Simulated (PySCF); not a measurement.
**A small calculation by hand: chemical shift, span and skew from a shielding tensor**

Al(F)2(NCO) (CAlF2NO), SMILES O=C=[N][Al]([F])[F]. Atoms are numbered in the order given.

```xyz
6

Al     0.0000     0.0000     0.9200
F      0.0000     1.4194     1.7587
F      0.0000    -1.4194     1.7587
N      0.0000     0.0000    -0.8290
C      0.0000     0.0000    -2.0333
O      0.0000     0.0000    -3.2018
```

Geometry: B3LYP-D3(BJ)/def2-SVP. One conformer was computed; it need not be the lowest.

GIAO shieldings from PySCF with PBE0/pcSseg-1, non-relativistic, no solvent. The symmetric part of the tensor of C5 has the principal values -59.5, -56.7, 285.3 ppm. The same nucleus in TMS has σ = 186.3 ppm at this level (PySCF, at its B3LYP-D3(BJ)/def2-TZVP geometry).

Question: Work out the isotropic shielding, the ¹³C shift against TMS, the span and the skew.

Answer: 
σ(iso) = (σ11 + σ22 + σ33)/3 = 56.4 ppm. δ = σ(ref) − σ(iso) = 186.3 − (56.4) = 129.9 ppm.
Span Ω = σ33 − σ11 = 344.8 ppm. Skew κ = 3(σ(iso) − σ22)/Ω = 0.98, an axial tensor. Tumbling in solution averages the tensor to δ; in a static solid the shielding alone would spread this spin-1/2 line over Ω.
